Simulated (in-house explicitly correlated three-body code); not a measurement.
Computed with an exponentially correlated three-body code. Model: two electrons around a point charge, non-relativistic, variational in 260 exponentially correlated functions (energies converged to about 1e-7 hartree, or 1e-8 relative for large Z), ground state as one setting changes.

Given: nuclear charge 4.

| Yukawa screening of all interactions (1/bohr) | ground energy (hartree) | binding of second electron (eV) | mean radius (bohr) | mean distance of electrons (bohr) | mean cosine of angle |
| --- | --- | --- | --- | --- | --- |
| 0.008 | -13.5996524 | 153.24 | 0.41429 | 0.61876 | -0.032941 |
| 0.02 | -13.5161035 | 152.27 | 0.41429 | 0.61877 | -0.03294 |
| 0.04 | -13.3777081 | 150.66 | 0.41433 | 0.61883 | -0.032935 |
| 0.08 | -13.1040775 | 147.47 | 0.41446 | 0.61903 | -0.032918 |
| 0.14 | -12.7013817 | 142.78 | 0.41482 | 0.61959 | -0.032874 |
| 0.2 | -12.3077595 | 138.2 | 0.41537 | 0.62042 | -0.032809 |
| 0.3 | ? | ? | ? | ? | ? |
| 0.4 | -11.0582831 | 123.69 | 0.4184 | 0.62508 | -0.032463 |
| 0.6 | -9.89948342 | 110.26 | 0.42317 | 0.63243 | -0.031954 |
| 0.8 | -8.82512415 | 97.857 | 0.42963 | 0.64236 | -0.031314 |
| 1 | -7.82998099 | 86.403 | 0.43778 | 0.65494 | -0.030565 |
| 1.2 | -6.90958359 | 75.848 | 0.44775 | 0.67032 | -0.02972 |
| 1.6 | -5.27792051 | 57.25 | 0.47387 | 0.71078 | -0.027775 |
| 2 | -3.90397069 | 41.745 | 0.51053 | 0.76782 | -0.025513 |
| 2.4 | -2.76646021 | 29.07 | 0.56249 | 0.84909 | -0.022931 |
| 2.8 | ? | ? | ? | ? | ? |
| 3.2 | -1.13098573 | 11.312 | 0.75848 | 1.159 | -0.016693 |
| 3.6 | -0.602718592 | 5.8148 | 0.96725 | 1.4925 | -0.012947 |

**Question.** What follows for Yukawa screening of all interactions = 2.8?

**Answer.** ground energy -1.84739951 hartree; binding of second electron 18.995 eV; mean radius 0.63883 bohr; mean distance of electrons 0.96927 bohr; mean cosine of angle -0.020005.

**Question.** What follows for Yukawa screening of all interactions = 0.3?

**Answer.** ground energy -11.6712478 hartree; binding of second electron 130.8 eV; mean radius 0.41666 bohr; mean distance of electrons 0.6224 bohr; mean cosine of angle -0.032659.
